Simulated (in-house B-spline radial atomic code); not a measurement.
A calculation on the silicon ion Si⁺: its settings, and results tabulated from the run. All numbers are computed (non-relativistic Hartree-Fock, spin-polarised, averaged over the determinants with the given up and down occupations; point nucleus) with a radial B-spline atomic code at the basis-set limit, not measured.

Command:
```bash
python run_scf.py task.json out
```
Settings:
```
Z                14
configuration    [Ne] 3s2 3p1
hamiltonian      nr
method           hf
spin_polarised   True
```

Output (hartree, bohr):
```
 radial grid: 50 intervals, B-splines of order 8, outer radius 40.5882 bohr

 iter        energy (Eh)    residual
    1       -287.9658078    2.40e-01
    2       -288.5346859    4.99e-02
    3       -288.5675302    1.80e-02
    4       -288.5722124    6.46e-03
    5       -288.5731178    1.87e-03
    6       -288.5731863    3.75e-04
    7       -288.5731904    2.74e-05
    8       -288.5731904    4.18e-06
    9       -288.5731904    1.08e-06
   10       -288.5731904    7.31e-08

 total energy                     -288.573190
 kinetic                            288.57319
 electron-nucleus                  -684.42664
 electron-electron                  107.28026

 orbital      occ     eigenvalue          <r>       <r^2>       <1/r>       <r^4>     <1/r^2>       r_max
 1s up      1.000      -69.17748     0.111432   0.0167014      13.581 0.000723502     372.374     0.07303
 1s down    1.000      -69.17094     0.111421   0.0166975     13.5819 0.000723072     372.415     0.07303
 2s up      1.000       -6.51594     0.562549    0.376738     2.59265    0.258456     27.7415      0.4538
 2s down    1.000       -6.50884     0.562528     0.37655     2.59163    0.257467     27.7093       0.454
 2p up      3.000       -4.61612     0.535071    0.359327      2.4581    0.282837     8.53155      0.3903
 2p down    3.000       -4.60284     0.535493    0.359666     2.45564    0.281876     8.51515      0.3908
 3s up      1.000       -0.88211      2.08995     5.02424    0.634331     41.1963     2.22311       1.758
 3s down    1.000       -0.79472      2.09463     5.06121    0.634776     42.3212     2.23394        1.75
 3p up      1.000       -0.58604      2.46915     7.09308    0.530104      85.213    0.619094       2.042

 Slater integrals (Eh)
   F0(3s up,3s up)               0.431813
   F0(3s up,3s down)             0.431434
   F0(3s up,3p up)               0.394560
   G1(3s up,3p up)               0.260985
   F0(3s down,3s down)           0.431057
   F0(3s down,3p up)             0.394212
   F0(3p up,3p up)               0.365934
   F2(3p up,3p up)               0.187940
```

Cost of the run: 0.19 s on 1 thread of Arm Neoverse V1, with other jobs on the host.
